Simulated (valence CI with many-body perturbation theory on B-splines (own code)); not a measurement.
Level structure of Nb⁺

Method: configuration interaction combined with many-body perturbation theory (CI+MBPT): four valence electrons over a frozen Dirac-Fock core [Kr], a basis of 7 s, 7 p, 8 d, 6 f, 4 g, 1 h functions for each j, with the one-electron correlation potential Σ1, the two-electron term Σ2, the three-electron term Σ3, Breit, model QED; selected CI, second order for the rest, scaled by the run's own slope (own B-spline code, finite nucleus).

Set against measurement, 31 paired levels are off by 479 cm⁻¹ on average, the worst by 826. These come from a selection out of the NIST Handbook of Basic Atomic Spectroscopic Data. Levels without a partner in it may be off by more, other configurations by 1,000 to 4,000 cm⁻¹. Among the levels kept, up to 550 cm⁻¹ of a level comes from second order outside the variational space, and about a tenth of that is noise between levels of different J, which matters for small intervals. 2 measured levels below the end of the list, from 14626 cm⁻¹ on, found no clear computed partner, and computed levels of the same name lie up to 394 cm⁻¹ from them.

Levels 91 to 135 of 196, with energies above the lowest level, 4d⁴ ⁵D_0. "Leading %" is the weight of the configuration and term that name the level; weights of strongly mixed levels are sums over their largest components and can fall short. In the jj column 3d3/2^4 stands for four electrons in 3d with j = 3/2. Lifetimes count E1, E2, E3, M1 and M2 decay at the calculated energies, and are blank where another channel may lead or the interval is too uncertain; long ones can be off by a factor of two.

```tsv
No.	Configuration	Term	J	E (cm⁻¹)	Leading %	g	Lifetime	Leading jj
91	4d³5p	⁵D°	2	37032	87	1.472	2.78 ns	4d3/2^2 4d5/2 5p3/2 (41 %)
92	4d³5p	⁵F°	5	37339	76	1.362	4.53 ns	4d3/2 4d5/2^2 5p3/2 (34 %)
93	4d³5p	⁵D°	3	37454	75	1.463	3.02 ns	4d3/2 4d5/2^2 5p3/2 (41 %)
94	4d³5p	⁵D°	4	37537	86	1.479	2.89 ns	4d3/2 4d5/2^2 5p1/2 (28 %)
95	4d³5p	³G°	3	38000	90	0.768	5.22 ns	4d3/2^2 4d5/2 5p3/2 (45 %)
96	4d²5s²	¹G	4	38209	79	1.000	95.0 ms	4d3/2 4d5/2 5s^2 (60 %)
97	4d³5p	³F°	2	38350	79	0.688	7.76 ns	4d3/2^2 4d5/2 5p3/2 (36 %)
98	4d³5p	³G°	4	38645	83	1.075	5.14 ns	4d3/2 4d5/2^2 5p3/2 (54 %)
99	4d³5p	³F°	3	39120	83	1.093	7.32 ns	4d3/2 4d5/2^2 5p3/2 (48 %)
100	4d³5p	³G°	5	39410	73	1.230	5.01 ns	4d5/2^3 5p3/2 (44 %)
101	4d³5p	¹S°	0	39430	64		29.5 ns	4d3/2^2 4d5/2 5p1/2 (35 %)
102	4d³5p	³F°	4	39898	84	1.259	6.77 ns	4d3/2 4d5/2^2 5p3/2 (40 %)
103	4d³5s	¹D	2	40316	53	1.002	7.96 ms	4d3/2 4d5/2^2 5s (30 %)
104	4d³5p	³P°	2	41446	46	1.304	9.52 ns	4d3/2^2 4d5/2 5p1/2 (38 %)
105	4d³5p	³P°	1	41911	47	1.374	8.12 ns	4d3/2^2 4d5/2 5p1/2 (51 %)
106	4d³5p	⁵D°	0	42371	54		8.02 ns	4d3/2^2 4d5/2 5p1/2 (45 %)
107	4d³5p	³H°	4	42399	92	0.810	5.80 ns	4d3/2 4d5/2^2 5p1/2 (34 %)
108	4d³5p	¹D°	2	43019	42	1.210	8.32 ns	4d3/2 4d5/2^2 5p1/2 (28 %)
109	4d³5p	³H°	5	43073	86	1.036	5.58 ns	4d3/2^2 4d5/2 5p1/2 (31 %)
110	4d³5p	⁵P°	1	43169	69	2.297	2.68 ns	4d3/2^2 4d5/2 5p1/2 (39 %)
111	4d³5p	³D°	1	43323	38	0.883	8.51 ns	4d3/2 4d5/2^2 5p3/2 (24 %)
112	4d³5p	³P°	2	43340	29	1.355	7.59 ns	4d3/2 4d5/2^2 5p1/2 (23 %)
113	4d³5p	⁵D°	3	43624	62	1.428	6.68 ns	4d3/2^2 4d5/2 5p3/2 (27 %)
114	4d³5p	⁵D°	1	43818	57	1.296	6.97 ns	4d3/2 4d5/2^2 5p1/2 (29 %)
115	4d³5p	⁵P°	2	43915	84	1.756	2.40 ns	4d3/2^2 4d5/2 5p3/2 (39 %)
116	4d³5p	³P°	0	44000	50		7.65 ns	4d5/2^3 5p3/2 (48 %)
117	4d³5p	³H°	6	44017	91	1.163	5.43 ns	4d5/2^3 5p3/2 (30 %)
118	4d³5p	¹F°	3	44221	38	0.986	4.54 ns	4d3/2^2 4d5/2 5p1/2 (35 %)
119	4d⁴	¹D	2	44297	46	1.000	3.03 ms	4d3/2^2 4d5/2^2 (28 %)
120	4d³5p	⁵P°	3	44451	85	1.618	2.34 ns	4d3/2 4d5/2^2 5p3/2 (28 %)
121	4d³5p	⁵D°	2	44605	30	1.274	6.72 ns	4d3/2 4d5/2^2 5p3/2 (49 %)
122	4d³5p	⁵D°	4	44731	88	1.491	6.00 ns	4d3/2 4d5/2^2 5p3/2 (56 %)
123	4d³5p	¹H°	5	44823	76	1.010	6.63 ns	4d3/2 4d5/2^2 5p3/2 (35 %)
124	4d³5p	³P°	0	45027	88		2.37 ns	4d3/2^3 5p3/2 (31 %)
125	4d³5p	³P°	1	45116	42	1.818	2.95 ns	4d3/2 4d5/2^2 5p1/2 (28 %)
126	4d³5p	³G°	4	45139	55	1.107	4.06 ns	4d3/2^2 4d5/2 5p1/2 (26 %)
127	4d³5p	³F°	2	45270	51	0.692	6.28 ns	4d3/2 4d5/2^2 5p3/2 (19 %)
128	4d³5p	³G°	3	45358	48	0.868	4.36 ns	4d3/2 4d5/2^2 5p3/2 (34 %)
129	4d³5p	³D°	3	45474	18	1.245	5.62 ns	4d3/2 4d5/2^2 5p3/2 (42 %)
130	4d²5s5p	⁵G°	2	45624	62	0.447	9.27 ns	4d3/2^2 5s 5p1/2 (42 %)
131	4d³5p	³F°	4	45810	42	1.130	3.45 ns	4d3/2^2 4d5/2 5p3/2 (30 %)
132	4d³5p	³G°	5	45924	74	1.169	3.82 ns	4d3/2^2 4d5/2 5p3/2 (40 %)
133	4d³5p	³F°	3	46003	54	1.134	4.34 ns	4d5/2^3 5p3/2 (32 %)
134	4d³5p	³S°	1	46037	38	1.782	3.53 ns	4d3/2 4d5/2^2 5p3/2 (31 %)
135	4d²5s5p	⁵G°	3	46202	75	0.970	16.4 ns	4d3/2 4d5/2 5s 5p1/2 (39 %)
```

Names give the largest LS component (configuration and term), which can be under half, so a name can repeat, a term be missing and a line seem to break the LS rules; names also repeat where a configuration has a term twice.

Where two levels of one J and parity lie close, their mixing, g and order are uncertain.
